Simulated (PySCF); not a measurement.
# Excitation energy of Te(2+) by level of theory

Te(2+) [Kr] 4d10 5s2 5p2 (3P) → Te(2+) [Kr] 4d10 5s1 5p2 6s1 (5P), as a difference of total energies. Calculation: PySCF 2.14, in aug-cc-pVDZ-PP with ECP28MDF (5s4p3d, 32 functions); scalar relativity through the core potential. Correlated levels: valence: 4s2 4p6 4d10 frozen. The calculations carry no spin-orbit coupling.

```
           method  excitation energy (eV)
              UHF                  19.783
              LDA                  22.179
              PBE                  21.828
             PBE0                  21.582
           r2SCAN                  21.656
             TPSS                  21.776
              M06                  22.467
          r2SCAN0                  21.460
    MP2 (valence)                  20.439
SCS-MP2 (valence)                  20.729
```

Task: How much does correlation contribute at MP2 (valence)?

Result: 20.439 − (19.783) = 0.656 eV, measured against UHF.

The promoted electron is Rydberg-like, and one or two diffuse shells describe it only roughly, which tends to raise the upper state.
